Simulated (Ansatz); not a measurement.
`FB1N[SiH2]1` + H₂S → `SB1N[SiH2]1` + H–F  (ligand exchange at a B–F bond)

Program: Ansatz. Geometries: PBE0-D4/def2-TZVP. ΔE: electronic, gas phase. CCSD(T)/CBS adds triple-zeta CCSD(T) − MP2 to the extrapolated MP2 energy (def2 sets, frozen cores). This one scheme is used for every species. Functionals use def2-TZVPP. HSE06 is defined as in plane-wave codes. One conformer a species, not always the lowest.

```json
{"species": "`FB1N[SiH2]1`", "HSE06 energy (Eh)": "-470.55436"}
{"species": "H₂S", "HSE06 energy (Eh)": "-399.25468"}
{"species": "`SB1N[SiH2]1`", "HSE06 energy (Eh)": "-769.40050"}
{"species": "H–F", "HSE06 energy (Eh)": "-100.38998"}
```

Work out ΔE.

ΔE = (-769.40050) + (-100.38998) − (-470.55436) − (-399.25468) = 0.01856 Eh = +48.7 kJ/mol. CCSD(T)/CBS gives +46.2 kJ/mol.

Largest T1 diagnostic among the species: 0.014.

Leaving LDA and LC-ωPBE aside and taking each functional with its dispersion term where it has one, the values, not all of them listed here, spread over 21.4 kJ/mol, from revPBE-D4 to CAM-B3LYP-D4. In def2-TZVPP, CCSD(T) changes the Hartree–Fock value by −24.4 kJ/mol (the triples alone add −4.4 kJ/mol) and MP2 by −32.9 kJ/mol.
